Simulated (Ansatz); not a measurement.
Cu2I3. The state is a doublet with charge 0. Geometry B3LYP-D4/def2-SVP, basis def2-TZVP, Ansatz.

```xyz
5

Cu   -0.3494    0.6614   -0.9362
Cu    0.5150   -0.6219    0.8855
I     2.2763    0.5742   -0.6755
I    -1.2765    1.2489    1.4857
I    -1.1654   -1.8626   -0.7595
```

| run | HOMO (eV) | LUMO (eV) |
| --- | --- | --- |
| A | -5.81 | -5.61 |
| B | -6.70 | -5.59 |
| C | -7.08 | -5.25 |
| D | -6.04 | -5.68 |
| E | -6.04 | -5.90 |

In the def2 sets I takes a core potential; there is no spin–orbit coupling. HSE06 is defined as in plane-wave codes, on full-range PBE exchange. Another isomer (doublet) lies 0.47 eV lower at PBE0-D4/def2-TZVP; other spin states weren't run for this one.

HOMO and LUMO are taken over both spins.

Problem. The runs used HSE06, LDA (SPW92), PBE, PBE0, r2SCAN. Estimate which is which.

Solution. A PBE (0 % exact exchange); B HSE06 (range-separated); C PBE0 (25 % exact exchange); D r2SCAN (0 % exact exchange); E LDA (SPW92) (0 % exact exchange). Exact exchange lowers occupied and raises empty levels; among semilocal functionals meta-GGAs tend to open the gap a little, and such runs are hard to tell apart. The gap grows from 0.14 eV (LDA (SPW92)) to 1.83 eV (PBE0).
